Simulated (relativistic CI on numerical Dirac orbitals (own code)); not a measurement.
Hyperfine structure of Sr¹⁹⁺, mass number 87

Calculated at this level of theory: Dirac-Coulomb-Breit CI, separate exchange-only KLI orbitals for each configuration, model QED (radiative potential, 1s self-energy scaled to tabulated hydrogen-like ionisation energies), unscaled Slater integrals (own radial code, finite nucleus).

Configuration list (outside the closed core [Ne]): 3s2.3p6.3d, 3s2.3p5.3d2, 3s.3p6.3d2, 3s2.3p6.4s, 3s2.3p6.4p, 3s2.3p6.4d, 3s2.3p6.4f, 3s2.3p5.3d.4s, 3s2.3p5.3d.4p, 3p6.3d3, 3p5.3d4. Double excitations out of closed p, d and f shells are left out; levels of such configurations are missing from the list, as are those of other unlisted configurations, and high levels can miss mixing partners. These lack a partner that the ground configuration has and come out too high: 3s2.3p5.3d.4s, 3s2.3p5.3d.4p.

Nuclear spin I = 9/2, μ = -1.09316 μN, Q = 0.305 b (tables of Stone and Pyykkö). The electronic factors are computed for point nuclear moments, without core polarisation or the Bohr-Weisskopf and QED corrections.

```
              Level   E (eV)  A (MHz)  B (MHz)
  3s2.3p6.3d 2D_3/2    0.000    -2019     1550
  3s2.3p6.3d 2D_5/2    2.627   -860.5     2130
3s2.3p5.3d2 4D°_1/2   96.032    -1051         
3s2.3p5.3d2 4D°_3/2   96.810    -1486     1820
3s2.3p5.3d2 4D°_5/2   98.247    -1197     1150
3s2.3p5.3d2 4D°_7/2  100.235    -1083    -1070
3s2.3p5.3d2 4G°_9/2  102.548    -2174    -9140
3s2.3p5.3d2 4G°_7/2  102.764    -2653    -8700
```

Levels with J = 0, under 50 % of one LS term, or S terms without an open s electron are left out. Small factors come from cancelling terms and can be off by tens of per cent or more.

At this charge energies of transitions that change n are usually good to better than 1 %, and those within a shell (Δn = 0) to a few per cent.

**Question.** Give the hyperfine levels of 3s2.3p6.3d 2D_3/2 relative to its centre of gravity.

**Answer.** With K = F(F + 1) − I(I + 1) − J(J + 1), E = AK/2 + B[¾K(K + 1) − I(I + 1)J(J + 1)]/[2I(2I − 1)J(2J − 1)]: F = 3: 17370, F = 4: 8261, F = 5: -2159, F = 6: -13240 MHz.

LS names give the leading component of a level, which can be under half, so a name can repeat, a term be missing and a line seem to break the LS rules.
